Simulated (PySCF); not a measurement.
## MoO₂F + HF → HMoO₂ + F₂

Level: PBE0 in the def2-TZVP basis family, computed in PySCF with density fitting; scalar-relativistic core potentials for atoms from Rb on, none lighter, no spin–orbit coupling; open shells unrestricted.

```json
{"species": "MoO₂F", "state and structure": "doublet, Cs, Mo–F 1.854 Å, Mo–O 1.673 Å (×2); F–Mo–O 118.4° (×2), O–Mo–O 110.2°", "E (Eh)": "-318.44547", "ZPE (kJ/mol)": "21.0", "H(298 K) − H(0) (kJ/mol)": "14.4", "S° (J/(mol K))": "308.5"}
{"species": "HF", "state and structure": "singlet, C∞v, H–F 0.920 Å", "E (Eh)": "-100.39188", "ZPE (kJ/mol)": "24.9", "H(298 K) − H(0) (kJ/mol)": "8.7", "S° (J/(mol K))": "173.6"}
{"species": "HMoO₂", "state and structure": "doublet, Cs, Mo–H 1.715 Å, Mo–O 1.673 Å (×2); H–Mo–O 107.2° (×2), O–Mo–O 111.4°", "E (Eh)": "-219.17259", "ZPE (kJ/mol)": "32.8", "H(298 K) − H(0) (kJ/mol)": "12.0", "S° (J/(mol K))": "283.2"}
{"species": "F₂", "state and structure": "singlet, D∞h, F–F 1.376 Å", "E (Eh)": "-199.40856", "ZPE (kJ/mol)": "6.6", "H(298 K) − H(0) (kJ/mol)": "8.7", "S° (J/(mol K))": "201.9"}
```

Question: What is the electronic reaction energy?

Answer: At PBE0/def2-TZVP, ΔE = 672.7 kJ/mol from the differences of the total energies times 2625.5, uphill. 

Question: Add zero-point, thermal and entropy terms for 298.15 K and 1 bar.

Answer: ΔZPE = -6.5 and Δ[H(298) − H(0)] = -2.4 kJ/mol give ΔH° = 663.8 kJ/mol. ΔS° = 3.0 J/(mol K), so ΔG° = 663.8 − 298.15 × (0.0030) = 663 kJ/mol.

Open d or f shells are single determinants, so the state found may not be the ground state. Each species is the lowest minimum found with this bonding; other isomers or fragments can lie lower.
